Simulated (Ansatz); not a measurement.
Consider the ligand exchange at the In–O bond: `C[O][In]([F])[F]` + CH₃NH₂ → `C[NH][In]([F])[F]` + CH₃OH.

Gas-phase electronic energies from Ansatz, PBE0-D4/def2-TZVP geometries. CCSD(T)/CBS adds triple-zeta CCSD(T) − MP2 to the extrapolated MP2 energy (def2 sets, frozen cores). This one scheme is used for every species. DFT in def2-TZVPP. Elements past krypton have def2 core potentials. For In outer-core shells are correlated without core-valence functions, which leaves a few kJ/mol of doubt a bond. One conformer a species, not always the lowest.

| level | ΔE (kJ/mol) | difference from CCSD(T)/CBS |
| --- | --- | --- |
| r2SCAN-D4 | 6.6 | 5.4 |
| B97M-V | 12.0 | 10.8 |
| r2SCAN0-D4 | 2.3 | 1.1 |
| BHLYP-D4 | 2.5 | 1.3 |
| revPBE | 7.8 | 6.6 |
| r2SCANh | 5.0 | 3.8 |
| LC-ωPBE | 2.7 | 1.5 |
| CCSD/def2-TZVPP | 1.1 | -0.1 |
| CCSD(T)/def2-TZVPP | 1.7 | 0.5 |
| SCS-MP2/def2-QZVPP | 2.3 | 1.1 |
| CCSD(T)/CBS | 1.2 | 0 |

Largest T1 diagnostic among the species: 0.017.

From BLYP to BHLYP (50 % exact exchange), in def2-TZVPP and without D4, ΔE moves by −5.8 kJ/mol. Leaving LDA and LC-ωPBE aside and taking each functional with its dispersion term where it has one, the values, not all of them listed here, spread over 11.2 kJ/mol, from PBE-QIDH to B97M-V. LDA lies −8.8 kJ/mol from PBE without D4. At CCSD(T), def2-SVP lies +5.9 kJ/mol from the extrapolated value and def2-TZVPP +0.5 kJ/mol.
